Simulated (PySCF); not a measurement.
Compound: C5H6F4O.
Z-matrix (Å and degrees, PBE0-D3(BJ)/def2-SVP geometry), rows numbered from 1:
```
C 
C   1  1.3286
C   2  1.5016  1  122.87
F   3  1.3739  2  110.69  1   -10.45
O   3  1.3643  2  107.34  1  -131.79
C   5  1.4162  3  118.93  2   175.68
C   3  1.5515  2  110.63  1   104.74
F   7  1.3314  3  109.83  2    66.82
F   7  1.3330  3  111.76  2  -173.21
F   7  1.3281  3  110.82  2   -53.05
H   1  1.0927  2  120.96  3    -0.21
H   1  1.0922  2  121.07  3   179.34
H   2  1.0931  1  122.62  3  -179.77
H   6  1.0995  5  111.34  3   -39.86
H   6  1.1013  5  111.63  3    82.73
H   6  1.0973  5  106.19  3  -158.52
```

Linear response at wB97X-D/def2-SVPD (PySCF, frozen core in the response, non-relativistic).

Static isotropic polarisability: 68.44 au (10.14 Å³), principal values 60.5, 60.8, 84.1 au.

What is the polarisability at 1064 nm and at the sodium D line?

68.88 au at 1064 nm (+0.6 %), 69.93 au at 589.3 nm (+2.2 %). The rise at 589.3 nm is 3.36 times that at 1064 nm; a pure ω² law gives 3.26. The lowest singlet lies at 164 nm, shorter than both wavelengths.

What is the isotropic C6 coefficient between two such molecules, C6 = (3/π)∫α(iω)² dω?

2325 au (Eh·bohr⁶) by a ten-point quadrature over imaginary frequencies, which is 1390 eV·Å⁶ or 134 J·nm⁶/mol.

Which effective excitation energy ω̄ makes London's formula C6 = (3/4)α²ω̄ exact here?

ω̄ = 4·C6/(3α²) = 0.662 Eh = 18.0 eV. A one-pole form α(ω) = α/(1 − ω²/ω̄²) fitted to the 1064 nm value gives 14.5 eV.

What n − 1 at the D line would an ideal gas of it have at 273.15 K and 1 atm (2.6868 × 10¹⁹ cm⁻³), by n − 1 = 2π·N·α′?

17.49 × 10⁻⁴, a formal value whether or not that pressure can be reached.

What molar refraction at the D line follows from R = (4π/3)·N_A·α′, with α′ the polarisability volume?

α′ = 10.36 Å³ gives R = 26.14 cm³/mol, for isolated, non-vibrating species.

How many electrons N does the Slater–Kirkwood formula C6 = (3/4)·√N·α^(3/2) need to give this C6?

N = (4·C6/3)²/α³ = 30.0; the species has 80 electrons in all.

What does −C6/R⁶ come to at R = 12 Å between centres?

-45 J/mol. This is the leading, orientation-averaged term; C8 and higher terms are left out.

How anisotropic is the static polarisability, by Δα² = ½[(α1 − α2)² + (α2 − α3)² + (α3 − α1)²]?

Δα = 23.4 au, or 0.34 of the isotropic value.

The lowest 6 singlets have (eV, f): 7.57, 0.036; 7.66, 0.407; 8.28, 0.036; 8.33, 0.029; 8.82, 0.000; 8.88, 0.010. What share of the static polarisability do they carry in the sum over states α = Σ f/ω²?

6.40 au, 9.4 % of α; the largest term, 5.14 au, is that of the state at 7.66 eV. Their oscillator strengths add up to 0.52. Higher states carry the rest.

One conformer stands for the species.

Note: wB97X-D ran without an empirical dispersion term, which enters the total energy and its gradient alone.
